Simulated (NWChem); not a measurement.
System: GeHSCl, singlet; SMILES [SH][Ge][Cl]

NWChem input:

```
start job
memory heap 200 mb stack 900 mb global 1100 mb
geometry units angstroms noautosym nocenter noautoz
  Ge     0.755959     0.019904    -0.005891
  Cl    -0.731103     1.637520     0.005464
  S     -0.726220    -1.657594    -0.007724
  H      0.238835    -2.606827    -0.014664
end
basis spherical
  * library pcsseg-1
end
dft
  xc pbe0
  iterations 150
end
property
  shielding
end
task dft property
```

Low-valent species are run as closed-shell singlets; no triplet was tried in these runs. All runs use the structure optimised with PBE0/def2-SVP.

GIAO values for the isolated, static molecule; σ is the absolute isotropic shielding, δ = σ(reference) − σ with the isolated reference molecule computed at the same levels (1H: tetramethylsilane).

Atoms are numbered as in the input.

### Question
What results follow from this input? (PBE0/pcSseg-1, GIAO.) Quantities: σ Ge1 (ppm); σ Cl2 (ppm); σ S3 (ppm); δ H4 (ppm).

### Answer
The σ Ge1 (ppm) is 544.1, the σ Cl2 (ppm) is 520.7 and the σ S3 (ppm) comes out as 210.3. The δ H4 (ppm) is 5.25.
